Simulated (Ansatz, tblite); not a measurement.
Removing and adding an electron: the cluster Rb2F3. Charge 0, multiplicity 2. Geometry: PBE0-D4/def2-SVP. Ansatz, gas phase; energy differences of separate SCF runs; the oxidised species is a triplet (the singlet lies 1.17 eV higher at PBE0-D4/def2-TZVP); the reduced species is a singlet (the triplet lies 0.88 eV higher at PBE0-D4/def2-TZVPD).

```xyz
5

Rb    1.2165   -1.4595    0.0686
Rb   -0.6574    1.7731   -0.1935
F     1.6657    0.9355   -0.3714
F    -0.9832   -0.4721    1.2037
F    -1.2416   -0.7769   -0.7074
```

In the def2 sets Rb takes a core potential; there is no spin–orbit coupling. The xTB rows come from tblite. HOMO above LUMO, or a gap near zero within one spin, warns that the state may not be the lowest or that an electron is smeared out. In the doublet, F4 and F5 lie 1.95 Å apart (atoms count from 1), so these atoms are partly bonded to each other. At PBE0-D4/def2-TZVP a singlet of charge 1 lies 1.45 eV below the triplet, each at its own geometry. The structure comes from a short search, and lower isomers may exist.

```json
{"level": "GFN1-xTB", "−HOMO (eV)": "–", "vertical IE (eV)": "13.64", "−LUMO (eV)": "–", "vertical EA (eV)": "7.98", "HOMO–LUMO gap (eV)": "–", "IE − EA (eV)": "5.66", "remarks": "–"}
{"level": "GFN2-xTB", "−HOMO (eV)": "–", "vertical IE (eV)": "14.14", "−LUMO (eV)": "–", "vertical EA (eV)": "6.09", "HOMO–LUMO gap (eV)": "–", "IE − EA (eV)": "8.04", "remarks": "–"}
{"level": "PBE-D4/def2-TZVP", "−HOMO (eV)": "5.17", "vertical IE (eV)": "9.28", "−LUMO (eV)": "4.69", "vertical EA (eV)": "–", "HOMO–LUMO gap (eV)": "0.48", "IE − EA (eV)": "–", "remarks": "gap within one spin near zero (+1 triplet)"}
{"level": "PBE-D4/def2-TZVPD", "−HOMO (eV)": "5.25", "vertical IE (eV)": "–", "−LUMO (eV)": "4.77", "vertical EA (eV)": "1.06", "HOMO–LUMO gap (eV)": "0.48", "IE − EA (eV)": "–", "remarks": "HOMO above zero (-1 singlet)"}
{"level": "r2SCAN-D4/def2-TZVP", "−HOMO (eV)": "5.44", "vertical IE (eV)": "9.45", "−LUMO (eV)": "4.29", "vertical EA (eV)": "–", "HOMO–LUMO gap (eV)": "1.15", "IE − EA (eV)": "–", "remarks": "gap within one spin near zero (+1 triplet)"}
{"level": "r2SCAN-D4/def2-TZVPD", "−HOMO (eV)": "5.51", "vertical IE (eV)": "–", "−LUMO (eV)": "4.33", "vertical EA (eV)": "0.88", "HOMO–LUMO gap (eV)": "1.17", "IE − EA (eV)": "–", "remarks": "HOMO above zero (-1 singlet)"}
{"level": "PBE0-D4/def2-TZVP", "−HOMO (eV)": "6.98", "vertical IE (eV)": "9.85", "−LUMO (eV)": "3.17", "vertical EA (eV)": "–", "HOMO–LUMO gap (eV)": "3.81", "IE − EA (eV)": "–", "remarks": "–"}
{"level": "PBE0-D4/def2-TZVPD", "−HOMO (eV)": "7.05", "vertical IE (eV)": "–", "−LUMO (eV)": "3.23", "vertical EA (eV)": "0.92", "HOMO–LUMO gap (eV)": "3.83", "IE − EA (eV)": "–", "remarks": "HOMO above zero (-1 singlet)"}
```

   A HOMO above zero means that the electron is unbound at that level or that self-interaction error raises the level; the energy of removing that electron tells which. HOMO and LUMO are the levels of the spin that leaves or enters (xTB has no such levels and no spin-polarisation term). Other spin states of the ions may lie lower, which would lower the ionisation energy or raise the affinity. Raw xTB energy differences between charge states are shifted by several eV; the methods need an empirical correction for them.
